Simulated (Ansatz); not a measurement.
The same path of Cl4FH3NTa (10 atoms, charge 0, multiplicity 1) was run twice with different band settings. Lost on the way: Cl9–H10. Made: F2–H10.

These are results of RKS PBE/def2-SVP in Ansatz 0.2.0, not measurements.

Relaxed end points:

```xyz
10
Properties=species:S:1:pos:R:3
Ta -0.099 0.066 0.194
F 1.767 0.416 0.461
Cl -0.413 0.380 2.505
Cl 0.342 -0.129 -2.109
N -1.029 1.749 -0.144
H -1.446 2.329 0.591
H -1.173 2.145 -1.078
Cl -1.735 -1.610 0.114
Cl 1.497 -2.529 0.739
H 2.536 -1.744 0.814
```

```xyz
10
Properties=species:S:1:pos:R:3
Ta -0.298 -0.408 0.213
F 1.913 0.456 0.477
Cl -0.467 0.073 2.504
Cl 0.276 -0.430 -2.063
N -0.785 1.489 -0.075
H -0.963 2.156 0.684
H -0.693 1.973 -0.976
Cl -2.272 -1.562 0.020
Cl 1.287 -2.228 0.672
H 2.249 -0.447 0.632
```

Common settings: movable images 5; climbing image yes; spring 5.0 eV/Å²; optimiser quadratic models (default); start path through a guess of the saddle point; iteration limit 60; end points relaxed.

| run | force threshold |
| --- | --- |
| 1 | 0.05 eV/Å |
| 2 | 0.2 eV/Å |

Q: What does each run give, and how far can it be trusted?

A: Run 1: converged after 14 iterations, highest image 0.262 eV above the first end. A vibrational analysis at the climbing image gives one clearly imaginary mode, 295i cm⁻¹: a first-order saddle point.
Run 2: converged after 9 iterations, highest image 0.261 eV above the first end. The threshold of 0.2 eV/Å is loose, so the images may lie well off the minimum-energy path. Another band between the same ends (5 images) ends at a top of the same energy, where a vibrational analysis finds 1 clearly imaginary mode.
The orbitals stay closed-shell, which can raise the energy where a bond breaks towards radicals; this wasn't checked here.
